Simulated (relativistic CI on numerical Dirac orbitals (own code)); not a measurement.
## Ni3+ in a cubic cluster: 2p photoemission with charge transfer

Computed with a charge-transfer multiplet model of a cubic metal-ligand cluster with up to 2 ligand holes, Slater and spin-orbit integrals from Dirac-Coulomb-Breit ions, Slater integrals scaled by 0.9. The parameters are those of a tetrahedral site (10Dq negative, t2 hopping the larger). The ground state mixes d7 with configurations of k ligand holes L, whose averages lie at kΔ + k(k − 1)U_dd/2; a core hole lowers each added d electron by U_cd. 300 K, Lorentzian 0.6 eV and Gaussian 0.8 eV FWHM.

Atomic integrals in eV (Slater integrals scaled, ζ unscaled), ground: F2dd 11.900, F4dd 7.429, zeta_d 0.089; with the core hole: F2dd 13.428, F4dd 8.428, zeta_d 0.124, zeta_core 11.400, F2cd 8.116, G1cd 6.273, G3cd 3.570.

Cluster parameters (eV): Δ = -0.5, U_dd = 6.6, U_cd = 8.4, 10Dq = -0.5, 10Dq(ligand) = 0, final-state hopping factor = 1.

Weights, n_d and S are thermal averages at 300 K. Binding energies count from the first peak over 30 % of the highest in each spectrum, which can be another peak from case to case. The parameters are a model scan and need not match a compound or its usual spin state. Peaks in eV (height, largest 100): 0.0 (100), 3.8 (74), 5.5 (43), 8.5 (68), 10.7 (63), 15.2 (21), 18.0 (44), 19.6 (39), 22.9 (37), 24.8 (19), 28.9 (42), 32.1 (10).

Question: Which parameters give this spectrum?
A. V(eg) = 0.62 eV, V(t2g) = -1.06 eV
B. V(eg) = 1.82 eV, V(t2g) = -3.1 eV
C. V(eg) = 1.52 eV, V(t2g) = -2.59 eV
D. V(eg) = 2.12 eV, V(t2g) = -3.61 eV
E. V(eg) = 1.22 eV, V(t2g) = -2.08 eV

Answer: A. V(eg) = 0.62 eV, V(t2g) = -1.06 eV; the ground state then has 7.39 d electrons and S = 1.50. The choice follows from running the model for each set and comparing peak positions and heights. The space is cut while the next configuration still counts.
